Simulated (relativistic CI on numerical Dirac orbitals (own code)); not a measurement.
d5 in a ligand field

Computed with a parametric ligand-field model of a d^n configuration (Racah B and C, spin-orbit zeta, crystal field), exact diagonalisation.

Field parameters in Wybourne normalisation: Oh B⁴₀ = 21Dq, B⁴₄ = √(5/14) B⁴₀; Td as Oh with Dq negative (B⁴₀ = 21Dq, B⁴₄ = √(5/14) B⁴₀). The field is a parameter set, without covalency.

(1) Lowest levels for B = 470, C = 2100, ζ = 470 cm⁻¹, Oh, 10Dq = 36700 cm⁻¹?

(2) Lowest levels for B = 590, C = 2930, ζ = 430 cm⁻¹, Oh, 10Dq = 13400 cm⁻¹?

(3) Lowest levels for B = 790, C = 3940, ζ = 760 cm⁻¹, Td, 10Dq = -6900 cm⁻¹?

(4) Lowest levels for B = 340, C = 1330, ζ = 70 cm⁻¹, Oh, 10Dq = 36550 cm⁻¹?

(5) Lowest levels for B = 810, C = 2980, ζ = 600 cm⁻¹, Oh, 10Dq = 34200 cm⁻¹?

## Answers

(1) Γ7 0 (S 0.50), Γ8 790 (S 0.50), Γ8 26929 (S 1.50), Γ7 26969 (S 1.50), Γ8 27132 (S 1.50), Γ6 27244 (S 1.50), Γ6 30626 (S 1.50), Γ8 30642 (S 1.50), Γ8 30788 (S 1.50) cm⁻¹, with S from ⟨S²⟩ = S(S + 1). The ground level has 0.02 electrons in the cubic e pair.

(2) Γ7 0 (S 2.50), Γ8 0 (S 2.50), Γ7 8196 (S 0.79), Γ8 8931 (S 0.96), Γ8 9577 (S 1.49), Γ6 9688 (S 1.50), Γ7 9893 (S 1.33), Γ8 9894 (S 1.21), Γ6 13474 (S 1.50) cm⁻¹, with S from ⟨S²⟩ = S(S + 1). The ground level has 2.00 electrons in the cubic e pair.

(3) Γ7+Γ8 0 (S 2.50), Γ6 23164 (S 1.50), Γ8 23177 (S 1.50), Γ7 23268 (S 1.49), Γ8 23314 (S 1.50), Γ6 26093 (S 1.50), Γ8 26115 (S 1.50), Γ8 26256 (S 1.49), Γ7 26393 (S 1.49) cm⁻¹, with S from ⟨S²⟩ = S(S + 1). The ground level has 2.00 electrons in the cubic e pair.

(4) Γ7 0 (S 0.50), Γ8 114 (S 0.50), Γ8 29888 (S 1.50), Γ7 29889 (S 1.50), Γ8 29915 (S 1.50), Γ6 29931 (S 1.50), Γ6 32561 (S 1.50), Γ8 32562 (S 1.50), Γ8 32587 (S 1.50) cm⁻¹, with S from ⟨S²⟩ = S(S + 1). The ground level has 0.01 electrons in the cubic e pair.

(5) Γ7 0 (S 0.50), Γ8 1058 (S 0.50), Γ8 20142 (S 1.51), Γ7 20197 (S 1.51), Γ8 20423 (S 1.50), Γ6 20550 (S 1.50), Γ6 26378 (S 1.50), Γ8 26394 (S 1.50), Γ8 26537 (S 1.50) cm⁻¹, with S from ⟨S²⟩ = S(S + 1). The ground level has 0.04 electrons in the cubic e pair.
